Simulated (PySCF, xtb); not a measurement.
Ge(H)2(Cl)(vinyl) (C2H5ClGe), SMILES C=[CH][GeH2][Cl].

xtb with GFN2-xTB at its own geometry gives an orbital gap of 4.78 eV and a dipole moment of 1.83 D.

Coordinates come from a r2SCAN-D4/def2-SVP optimisation. The structure was generated by enumeration, and PubChem lists no compound with its InChIKey, so it may never have been made. The values are those of a single conformer.

Task: What does HF/def2-TZVP in PySCF give? (An estimate is asked for; the answer gives what the named calculation found.)

Result: gap 13.71 eV (levels -10.61 and 3.10 eV), dipole 2.41 D.
